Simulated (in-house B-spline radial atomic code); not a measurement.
A fraction x of an electron is removed from 3p in Si II (Si+), starting from [Ne] 3s2 3p1 and keeping the highest spin. Method: scalar-relativistic (X2C) BLYP, spin-polarised, spherical fractional occupations, Fermi nucleus of rms radius 3.1224 fm. Calculated with a radial B-spline atomic code at the basis-set limit.

| x | E(x) - E(0) (eV) | 3p up level (eV) |
| --- | --- | --- |
| 0 | 0.0000 | -11.891 |
| 0.07 | 0.8524 | -12.465 |
| 0.21 | 2.6788 | -13.628 |
| 0.35 | 4.6691 | -14.808 |
| 0.39 | 5.2682 | -15.148 |
| 0.5 | 6.9861 | -16.089 |
| 0.52 | 7.3096 | -16.261 |
| 0.63 | 9.1505 | -17.211 |
| 0.75 | 11.2784 | -18.255 |
| 0.89 | 13.9199 | -19.482 |
| 1 | 16.1161 | - |

The exact functional would give a straight line between the two integer points. Deviations E(x) - E(0) - x[E(1) - E(0)], in eV: -0.276 at x = 0.07, -0.706 at x = 0.21, -0.972 at x = 0.35, -1.017 at x = 0.39, -1.072 at x = 0.5, -1.071 at x = 0.52, -1.003 at x = 0.63, -0.809 at x = 0.75, -0.423 at x = 0.89.

The curve lies below the straight line by up to 1.072 eV (at x = 0.5): convex, the delocalisation error that favours fractional charges.

Q: How well does Slater's transition state (minus the level at half occupation) give the ionisation energy?

A: It gives 16.089 eV against 16.116 eV from the two total energies; NIST lists 16.35 eV, ground level to ground level.
